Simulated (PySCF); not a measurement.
Electron correlation in Fe⁺ (iron, charge +1)

[Ar] 3d6 4s1, high-spin 6D determinant. Computed with PySCF 2.14 in cc-pVDZ-DK (6s5p3d1f, 43 functions), with the spin-free X2C one-electron Hamiltonian (Gaussian nucleus). Frozen: [Ar]; 7 electrons correlated.

MP2 pair energies summed by pair of shells (mhartree):

```
 pair   energy  share (%)
3d-3d  -101.88       87.0
3d-4s   -15.21       13.0
```

Total MP2 correlation energy: -117.08 mhartree.

Same-spin part -71.72 and opposite-spin part -45.36 mhartree; SCS-MP2 scales them by 1/3 and 6/5 to -78.34 mhartree.
